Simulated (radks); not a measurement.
Values are calculated unless marked as measured or tabulated.
Task: Excited configurations of Zr: one electron is placed in a higher orbital outside [Kr] 4d2 5s1. The ground configuration is [Kr] 4d2 5s2. Code: a radial shooting solver on a logarithmic mesh with Libxc functionals. Model: Dirac Kohn-Sham, BLYP, spin-unpolarised, spherical densities, point nucleus; open shells are shared between the two j in proportion to 2j + 1. Excitation = E - E(ground); binding = E(ion) - E, where the ion is the core of charge +1; n* = 1/sqrt(2 binding) in atomic units, and the quantum defect is n - n*. Eigenvalue and <r> are those of j = l + 1/2.

outer orbital  excitation (eV)  binding (eV)     n*  quantum defect  eigenvalue (eV)  <r> (bohr)
5d                       5.582         1.479  3.033           1.967           -0.567       10.72
6p                       5.422         1.638  2.882           3.118           -0.880       12.03
7f                       6.656         0.405  5.798           1.202           -0.274       64.20

Estimate the row for 6f.

Result: excitation (eV) 6.549; binding (eV) 0.512; n* 5.157; quantum defect 0.843; eigenvalue (eV) -0.293; <r> (bohr) 40.41. The Delta-SCF ionisation energy is 7.061 eV (NIST Atomic Spectra Database: 6.634 eV, measured). Self-interaction in the functional shifts the binding energies and quantum defects, so they are the method's values and not measured ones. Spin polarisation and multiplet splitting are left out, so open shells lie too high by an amount that depends on their filling. Sharing an open shell by 2j + 1 raises it above the true ground level by a part of the spin-orbit splitting, which enters the differences from NIST.

Beside tabulated values, note that spin-unpolarised runs miss the spin-polarisation part of the exchange energy of open shells.
